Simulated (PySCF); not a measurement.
## Dipole polarisabilities along group 8

Calculated with PySCF 2.14 for the ground configurations, without spin-orbit coupling: coupled response for Hartree-Fock and DFT. Mean α in bohr³, C₆ of like pairs in atomic units.

```json
{"species": "Fe [Ar] 3d6 4s2 (aug-cc-pVTZ with one added diffuse shell each of s, p, d, f, g type, non-relativistic)", "α UHF": "85.76", "α PBE0": "67.16", "α recommended (Schwerdtfeger and Nagle)": "62 ± 4", "C₆ UHF": "824.7", "C₆ PBE0": "614.5"}
{"species": "Ru [Kr] 4d7 5s1 (aug-cc-pVTZ-PP with one added diffuse shell each of s, p, d, f, g type with ECP28MDF, ECP)", "α UHF": "93.83", "α PBE0": "62.85", "α recommended (Schwerdtfeger and Nagle)": "72 ± 10", "C₆ UHF": "902.6", "C₆ PBE0": "590.8"}
{"species": "Os [Xe] 4f14 5d6 6s2 (aug-cc-pVTZ-PP with one added diffuse shell each of s, p, d, f, g type with ECP60MDF, ECP)", "α UHF": "76.91", "α PBE0": "58.52", "α recommended (Schwerdtfeger and Nagle)": "57 ± 3", "C₆ UHF": "876.0", "C₆ PBE0": "665.3"}
```

Hartree-Fock lacks correlation. All values carry a basis error, and heavy open shells lack spin-orbit coupling.
